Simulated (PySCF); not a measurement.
**Vibration and rotation of BiO**

MN15 constants of BiO, doublet, unpaired electrons π ↑ (Bi x2c-TZVPPall, O x2c-TZVPPall; spin-free X2C with a Gaussian nucleus (PySCF 2.14); masses 208.9804 and 15.9949 u):

| Property | Result |
| --- | --- |
| ωe | 816.0 cm⁻¹ |
| ωexe | 2.81 cm⁻¹ |
| Be | 0.31943 cm⁻¹ |
| αe | 0.00158 cm⁻¹ |
| De to Bi + O | 3.38 eV |

(1) What force constant and bond length do these constants imply?

(2) Estimate the centrifugal constant D from the Kratzer relation and find the Dunham coefficient a1.

These are scalar-relativistic numbers at best; spin–orbit coupling would shift them, the dissociation energy most. The state was picked by a PBE0 search and need not be the measured ground state.

## Answers

(1) Reduced mass μred = 14.858 u; k = 5.8918×10⁻⁷·μred·ωe² (u, cm⁻¹, mdyn/Å) = 5.83 mdyn/Å; Re = √(16.8576/(μred·Be)) (u, cm⁻¹, Å) = 1.885 Å.

(2) D = 4Be³/ωe² = 1.96e-07 cm⁻¹; a1 = −1 − αeωe/(6Be²) = -3.11.
